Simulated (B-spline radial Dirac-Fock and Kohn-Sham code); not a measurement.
# Elastic and transport cross sections of gold for positrons

The computed values come from a B-spline atomic structure program: relativistic (Dirac) partial waves in the static field of the Dirac-Fock atom, without polarisation or absorption potentials. Below a few hundred eV the neglected polarisation potential matters, most of all at small angles. σ_tr1 and σ_tr2 weight the cross section with 1 − P₁ and 1 − P₂ of cos θ; "backward" is the share scattered beyond 90°.

| energy (eV) | σ (a₀²) | σ_tr1 (a₀²) | σ_tr2 (a₀²) | σ/σ_tr1 | backward (%) |
| --- | --- | --- | --- | --- | --- |
| 102 | 16.9 | 4.46 | 7.23 | 3.78 | 8.2 |
| 117 | 16.2 | 4.11 | 6.70 | 3.95 | 7.8 |
| 386 | 11.2 | 1.85 | 3.23 | 6.05 | 4.5 |
| 547 | 9.95 | 1.42 | 2.53 | 7.03 | 3.7 |
| 688 | 9.17 | 1.18 | 2.13 | 7.80 | 3.2 |
| 727 | 8.99 | 1.12 | 2.05 | 8.00 | 3.1 |
| 1660 | 6.51 | 0.545 | 1.04 | 11.9 | 1.9 |
| 2730 | 5.24 | 0.342 | 0.664 | 15.3 | 1.4 |
| 4120 | 4.32 | 0.226 | 0.452 | 19.1 | 1.1 |
| 4780 | 4.02 | 0.194 | 0.391 | 20.7 | 0.95 |
| 4930 | 3.95 | 0.187 | 0.379 | 21.1 | 0.93 |
| 8330 | 3.03 | 0.104 | 0.219 | 29.1 | 0.60 |
| 11100 | 2.60 | 0.0738 | 0.159 | 35.2 | 0.46 |
| 37000 | ? | ? | ? | ? | ? |
| 48100 | 1.12 | 0.0103 | 0.0246 | 109 | 0.10 |
| 72800 | 0.876 | 0.00560 | 0.0137 | 157 | 0.061 |

Q: Fill in the row for 37 keV.

A: σ = 1.31 a₀², σ_tr1 = 0.0150 a₀², σ_tr2 = 0.0352 a₀², σ/σ_tr1 = 87.1, backward 0.14 %. The ratio σ/σ_tr1 is roughly the number of elastic collisions that randomise the direction.
